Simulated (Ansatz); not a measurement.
C$_{2}$H$_{4}$BNS$_{2}$, SMILES `CSC1=NBS1` at its PBE0-D4/def2-TZVP geometry, where that method's forces vanish. Total charge 0; spin multiplicity 1.

| atom | x (Å) | y (Å) | z (Å) |
| --- | --- | --- | --- |
| C1 | -1.0088 | -1.1885 | 1.2460 |
| S2 | -1.4188 | -0.5299 | -0.3755 |
| C3 | -0.0287 | 0.3929 | -0.7582 |
| N4 | 0.1451 | 1.0684 | -1.8499 |
| B5 | 1.4426 | 1.4861 | -1.3839 |
| S6 | 1.4384 | 0.5919 | 0.2784 |
| H7 | -0.1219 | -1.8174 | 1.1947 |
| H8 | -0.8690 | -0.3840 | 1.9659 |
| H9 | -1.8641 | -1.7949 | 1.5445 |
| H10 | 2.2852 | 2.1755 | -1.8618 |

**Question.** For each bond, give half the difference of the two atoms' forces along it (eV/Å; positive pushes the atoms apart) under PBE-D4, r2SCAN-D4, B3LYP-D4, ωB97M-V in def2-TZVPP. (Best estimate.)

**Answer.** Computed: 
```csv
bond,length (Å),PBE-D4,r2SCAN-D4,B3LYP-D4,ωB97M-V
C1–S2,1.798,0.13,0.14,0.29,0.16
C1–H7,1.088,0.11,-0.03,-0.08,-0.09
C1–H8,1.088,0.10,-0.03,-0.08,-0.09
C1–H9,1.090,0.08,-0.06,-0.10,-0.05
S2–C3,1.712,-0.02,0.03,-0.04,0.07
C3–N4,1.295,0.66,0.24,0.05,-0.06
C3–S6,1.807,0.23,0.15,0.30,0.06
N4–B5,1.441,0.28,0.10,0.05,0.08
B5–S6,1.888,0.24,0.18,0.30,0.13
B5–H10,1.189,0.00,-0.06,-0.29,-0.24
```

B3LYP here is the variant with VWN-RPA as its local correlation; programs differ in this.
